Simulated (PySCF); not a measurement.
Partial charges of `CCOC(=O)C(=O)O[SiH3]`

Species: C4H8O4Si.
Geometry (GFN2-xTB, Å), atoms numbered from 1 in this order:
```xyz
17
C4H8O4Si angstrom
C     -3.0684    0.2196   -0.4884
C     -2.2914   -0.5661    0.5575
O     -0.9654   -0.0484    0.7214
C     -0.0482   -0.4506   -0.1386
O     -0.2167   -1.2209   -1.0465
C      1.3163    0.1905    0.1874
O      1.5192    0.8550    1.1667
O      2.2131   -0.0863   -0.7228
Si     3.8035    0.4224   -0.6482
H     -4.0869   -0.1546   -0.5384
H     -2.6033    0.1046   -1.4643
H     -3.0887    1.2746   -0.2270
H     -2.7505   -0.4731    1.5434
H     -2.2244   -1.6203    0.2694
H      4.4215   -0.1953    0.5194
H      3.8235    1.8780   -0.5670
H      4.2396   -0.1170   -1.9257
```

Density: PBE0/pcSseg-1 (PySCF); schemes: Mulliken, IAO, Hirshfeld and ESP-fitted. The structure is a single GFN2-xTB conformer in the gas phase; no vibrational or solvent corrections.

Task: Tabulate the Mulliken, IAO, Hirshfeld and ESP-fitted charges.

Result: In e:

| atom | environment | Mulliken | IAO | Hirshfeld | ESP-fitted |
| --- | --- | --- | --- | --- | --- |
| C1 | methyl carbon | -0.311 | -0.434 | -0.121 | -0.372 |
| C2 | sp3 carbon bound to oxygen | +0.007 | -0.058 | +0.017 | +0.352 |
| O3 | ester single-bonded oxygen | -0.439 | -0.311 | -0.087 | -0.470 |
| C4 | ester carbonyl carbon | +0.477 | +0.469 | +0.200 | +0.547 |
| O5 | ester carbonyl oxygen | -0.380 | -0.435 | -0.241 | -0.477 |
| C6 | carbonyl carbon | +0.498 | +0.482 | +0.205 | +0.740 |
| O7 | carbonyl oxygen | -0.371 | -0.423 | -0.241 | -0.524 |
| O8 | oxygen singly bound to a carbonyl carbon | -0.555 | -0.554 | -0.177 | -0.510 |
| Si9 | oxygen-bound silicon | +0.683 | +0.856 | +0.405 | +0.577 |
| H10 | methyl hydrogen | +0.123 | +0.154 | +0.054 | +0.089 |
| H11 | methyl hydrogen | +0.137 | +0.157 | +0.043 | +0.125 |
| H12 | methyl hydrogen | +0.127 | +0.150 | +0.045 | +0.118 |
| H13 | methylene hydrogen | +0.135 | +0.160 | +0.054 | +0.033 |
| H14 | methylene hydrogen | +0.132 | +0.151 | +0.043 | +0.017 |
| H15 | Si–H hydrogen | -0.084 | -0.123 | -0.065 | -0.082 |
| H16 | Si–H hydrogen | -0.083 | -0.122 | -0.066 | -0.081 |
| H17 | Si–H hydrogen | -0.095 | -0.118 | -0.066 | -0.082 |

Mean size of the charges over all atoms: ESP-fitted 0.306 e, IAO 0.304 e, Mulliken 0.273 e, Hirshfeld 0.125 e. Each set sums to the total charge, 0, to within 0.001 e. The Hirshfeld scheme weights the molecular density at each point by an atom's share of the summed free-atom densities.

Lowest charge. The schemes don't all agree: Mulliken O8 (-0.555); IAO O8 (-0.554); Hirshfeld O5 and O7 (-0.241); ESP-fitted O7 (-0.524).

Highest charge. The schemes don't all agree: Mulliken Si9 (+0.683); IAO Si9 (+0.856); Hirshfeld Si9 (+0.405); ESP-fitted C6 (+0.740).

Task: How closely do the schemes follow one another over all atoms?

Result: Correlation coefficient and root-mean-square difference: Mulliken with IAO 0.99, 0.068 e; IAO with Hirshfeld 0.97, 0.215 e; Mulliken with Hirshfeld 0.95, 0.190 e; Mulliken with ESP-fitted 0.95, 0.123 e; IAO with ESP-fitted 0.92, 0.155 e; Hirshfeld with ESP-fitted 0.91, 0.245 e.

Task: Sum the charges by element, for elements with more than one atom.

Result: 
```csv
element,atoms,Mulliken,IAO,Hirshfeld,ESP-fitted
C,4,+0.670,+0.460,+0.301,+1.267
O,4,-1.745,-1.725,-0.746,-1.980
H,8,+0.392,+0.409,+0.040,+0.136
```

Task: How many electrons does the Mulliken scheme count on O8?

Result: Z − q = 8 − (-0.555) ≈ 8.556.
